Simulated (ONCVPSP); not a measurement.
## Au (Z = 79): one change to an ONCV potential, before and after

Au, optimised norm-conserving Vanderbilt (ONCV), made with ONCVPSP 4.0.1 (PBE, scalar-relativistic). Core [Xe], reference 4f14 5d10 6s1. Waves: 6s: rc 2.15 bohr, ncon 4, nbas 8, qcut 2.6 1/bohr, 1 projector; p scattering state at 0.42 Ha: rc 2.30 bohr, ncon 3, nbas 7, qcut 3.4 1/bohr, 2 projectors, debl 2.6 Ha; 5d: rc 2.20 bohr, ncon 4, nbas 9, qcut 6.3 1/bohr, 1 projector; 4f: rc 0.60 bohr, ncon 3, nbas 8, qcut 30.5 1/bohr, local. Local part: the f channel. Core correction: Teter function, fcfact 5.25, rcfact 1.5.

Change: d: nproj 2.

Cutoffs: the cutoffs (Ha) at which the residual kinetic energy of the hardest occupied pseudo-wave falls to 1 and 0.1 mHa per electron; they do not see the model core or the augmentation charge, which bear on the density cutoff. Errors are all-electron minus pseudo energies relative to the spin-unpolarised reference configuration.

Q: How do hardness, ghosts and transferability respond?

A: The potential gets neither clearly harder nor softer (373 Ha and 408 Ha → 373 Ha and 408 Ha); both files keep a bound ghost (d, p, s); the errors of the 4 common tests hardly move; the range in which the d phases agree widens (upper end 1.3 → at the end of the scan).

| quantity | base | changed |
| --- | --- | --- |
| cutoff, loose | 373 Ha | 373 Ha |
| cutoff, tight | 408 Ha | 408 Ha |
| bound ghosts | s, p, d | s, p, d |
| GHOST(+) flags under 300 eV | p at 122.2 eV | p at 122.2 eV |
| error for 4f14 5d10 6s0, meV [ΔE 9.41 eV] | -14 | -14 |
| error for 4f14 5d9 6s0, meV [ΔE 30.62 eV] | -51 | -45 |
| error for 4f14 5d8 6s0, meV [ΔE 64.49 eV] | -217 | -188 |
| error for 4f14 5d9 6s1 6p1, meV [ΔE 7.50 eV] | -34 | -29 |
| s: phases at 2.18 bohr within 0.05 rad from the reference energy up to (Ha; the scan ends near 5) | 2.9 | 2.9 |
| p: phases at 2.34 bohr within 0.05 rad from the reference energy up to (Ha; the scan ends near 5) | 3.9 | 3.9 |
| d: phases at 2.23 bohr within 0.05 rad from the reference energy up to (Ha; the scan ends near 5) | 1.3 | to the end of the scan |
| f: phases at 0.61 bohr within 0.05 rad from the reference energy up to (Ha; the scan ends near 5) | to the end of the scan | to the end of the scan |
| rms error of d²Exc/dni dnj with the model core, mHa | 8.14 | 8.14 |

 A true bound ghost makes a file unfit for plane-wave use even where its test errors are small: the radial tests pick states by their node count and pass the ghost by.
